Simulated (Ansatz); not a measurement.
C3H3 (SMILES [C]#CC), doublet (typed; the unrestricted solution is spin-contaminated), at a GFN2-xTB geometry; MP2/6-31G** (Ansatz, a program for electronic structure).

Input for Ansatz:
Ansatz 0.2 input:
```yaml
crystal:
  periodic: [false, false, false]
  atoms:
    - {symbol: C, position_ang: [0.00175930, -0.00079138, 0.33446282]}
    - {symbol: C, position_ang: [0.00804284, -0.00361788, 1.52903105]}
    - {symbol: C, position_ang: [-0.00590540, 0.00265640, -1.12268107]}
    - {symbol: H, position_ang: [0.03996787, 1.03022063, -1.47944750]}
    - {symbol: H, position_ang: [0.85747672, -0.55120368, -1.48748952]}
    - {symbol: H, position_ang: [-0.92082503, -0.46849982, -1.47793980]}
basis:
  gaussian:
    orbitals: 6-31G__.json
magnetization: {spin_polarized: true, initial_magnetization: 1}
correlation: {method: mp2, electrons: outside_noble_gas}
accuracy: high
```
The basis file holds 6-31G** in the JSON format of the Basis Set Exchange.

Q: Predict the main parts of the log of this Ansatz run.

A: 
```
Functional definition: HF
1320 factors; integrals over basis functions are off by at most 2.9e-9 eV
mean field evaluation 1: about -3132.2605 eV, gradient 1.5e1 eV
mean field evaluation 2: about -3132.3070 eV, gradient 1.5e1 eV
mean field evaluation 4: about -3134.2014 eV, gradient 2.2e0 eV
mean field evaluation 8: about -3134.2599 eV, gradient 1.5e-1 eV
mean field evaluation 16: about -3134.2612 eV, gradient 7.0e-3 eV
mean field evaluation 32: about -3134.2767 eV, gradient 3.8e-3 eV
mean field evaluation 64: about -3134.2762 eV, gradient 2.5e-1 eV
mean field evaluation 96: about -3134.2263 eV, gradient 2.4e0 eV
mean field evaluation 128: about -3134.2612 eV, gradient 4.7e-5 eV
mean field evaluation 160: about -3134.2767 eV, gradient 1.6e-2 eV
mean field -3134.74105337 eV, -115.1996089075 hartree, gradient 2.1e-8 eV, S^2 1.067594; 8 other end points of the search recorded, 0 dependent functions left out
3 core orbitals not correlated
reference -3134.74105337 eV, -115.1996089075 hartree; 8, 7 occupied and 49, 50 virtual orbitals, 1320 factors
second order -9.37053507 eV of doubles, -0.00000000 eV of singles
Total energy: -3144.11158844 eV, -115.5439697197 hartree
```
